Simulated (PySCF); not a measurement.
**ZnB⁺: frontier orbitals**

RHF at R = 2.353 Å; PySCF, no relativity, basis sets Zn def2-SVP, B def2-SVP. State: ¹Σ⁺ (singlet), closed shell. Only the outer orbitals are listed, counted within each symmetry.

```tsv
orbital	occ.	ε (eV)	on Zn (%)	main shells (%)
7σ	2	-28.59	99	99 Zn d
1δ	2	-28.57	100	100 Zn d
1δ	2	-28.57	100	100 Zn d
3π	2	-28.55	100	100 Zn d
3π	2	-28.55	100	100 Zn d
8σ	2	-20.96	17	82 B s, 12 Zn s
9σ	2	-14.07	54	53 Zn s, 32 B p, 14 B s
10σ	0	-5.71	64	44 Zn s, 38 B p, 20 Zn p
4π	0	-4.94	11	88 B p, 11 Zn p
4π	0	-4.94	11	88 B p, 11 Zn p
```

**Question.** Which are the highest filled and the lowest empty level, where do they sit, and how wide is the gap?

**Answer.** Highest filled 9σ at -14.07 eV (in %: 53 Zn s, 32 B p, 14 B s); lowest empty 10σ at -5.71 eV (in %: 44 Zn s, 38 B p, 20 Zn p); the gap at RHF is 8.36 eV.

```json
{
 "bond order (Mayer)": "0.93",
 "⟨S²⟩": "0.000",
 "charge on Zn (Mulliken, basis-dependent)": "0.62",
 "charge on Zn (Löwdin, basis-dependent)": "0.75",
 "dipole moment (positive dipole points towards B; it is taken about the centre of mass and depends on that origin)": "0.41 D",
 "polarisability along the bond": "100.9 bohr³",
 "polarisability across the bond": "27.1 bohr³"
}
```
